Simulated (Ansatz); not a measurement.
Consider the ligand exchange at a B–O bond: `CB(N)O` + `O[SiH3]` → `CB(N)O[SiH3]` + H₂O.

Isolated molecules relaxed with PBE0-D4/def2-TZVP in Ansatz; ΔE leaves out vibrations. CCSD(T)/CBS adds triple-zeta CCSD(T) − MP2 to the extrapolated MP2 energy (def2 sets, frozen cores). This one scheme is used for every species. Functionals use def2-TZVPP. HSE06 is defined as in plane-wave codes. One conformer a species, not always the lowest.

| level | ΔE (eV) |
| --- | --- |
| HSE06 | 0.00 |
| HF/def2-TZVPP | -0.03 |

(1) What does CCSD(T)/CBS give? (Estimate.)

Largest T1 diagnostic among the species: 0.011.

Answers

(1) Computed: -0.09 eV. The listed levels differ from it by 0.09, 0.06 eV.

At CCSD(T), def2-SVP lies +0.06 eV from the extrapolated value and def2-TZVPP +0.02 eV. Leaving LDA and LC-ωPBE aside and taking each functional with its dispersion term where it has one, the values, not all of them listed here, spread over 0.07 eV, from BHLYP-D4 to B2PLYP. LDA lies −0.03 eV from PBE without D4.
